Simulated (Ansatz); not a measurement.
FH4InOSi, SMILES `O[SiH2][InH][F]`, charge 0, multiplicity 1.

Question: Give a relaxed structure at PBE0-D4/def2-TZVP (Ansatz 0.2.0). (Best estimate.)

Answer: Ansatz gave: 
Z-matrix (Å, degrees):
```
Si
In 1 2.562
O 1 1.640 2 98.9
H 1 1.487 2 113.0 3 -118.6
H 1 1.487 2 113.0 3 118.6
F 2 2.015 1 88.6 3 0.0
H 2 1.707 1 161.5 3 -179.9
H 3 0.972 1 112.6 2 -0.0
```
Point group Cs.
